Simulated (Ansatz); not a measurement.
C2H4InN can be A, `C#[C][InH][NH2]`, or B, `[CH3][InH][C]#N`.

Isolated molecules relaxed with PBE0-D4/def2-TZVP in Ansatz; ΔE leaves out vibrations. CCSD(T)/CBS is the MP2 limit (def2-TZVPP, def2-QZVPP) plus CCSD(T) − MP2 in def2-TZVPP, frozen cores. Functionals use def2-TZVPP. B3LYP here is the variant with VWN-RPA as its local correlation; programs differ in this. Elements past krypton have def2 core potentials. For In outer-core shells are correlated without core-valence functions, which leaves a few kJ/mol of doubt a bond. Each species was taken in one conformer, which may not be the lowest.

Problem. Which isomer does CCSD(T)/CBS put lower? Give the gap. (An estimate is asked.)

Solution. Computed: B, by 102.1 kJ/mol.

Problem. Give E(B) − E(A) in kJ/mol with r2SCAN-D4, B3LYP-D4, PBE0-D4, B2PLYP, BLYP-D4, MP2/def2-TZVPP, CCSD(T)/def2-TZVPP. (Best estimate.)

Solution. The calculation gave: r2SCAN-D4 -109.0, B3LYP-D4 -110.4, PBE0-D4 -111.2, B2PLYP -111.4, BLYP-D4 -110.0, MP2/def2-TZVPP -111.8, CCSD(T)/def2-TZVPP -114.2. None reverses the order clearly.

Problem. Does the order hold for the free energy at 298.15 K (harmonic terms from PBE0-D4)? (Estimate.)

Solution. Computed: Yes: G(B) − G(A) = -102.8 kJ/mol, for one conformer each. Modes under 60 cm⁻¹, often nearly free rotors, make the harmonic entropy too high.

Largest T1 diagnostic: 0.016.

At CCSD(T), def2-SVP lies −32.4 kJ/mol from the extrapolated value and def2-TZVPP −12.1 kJ/mol. Leaving LDA and LC-ωPBE aside and taking each functional with its dispersion term where it has one, the values, not all of them listed here, spread over 7.8 kJ/mol, from ωB97X-V to CAM-B3LYP-D4. LDA lies +19.2 kJ/mol from PBE without D4.
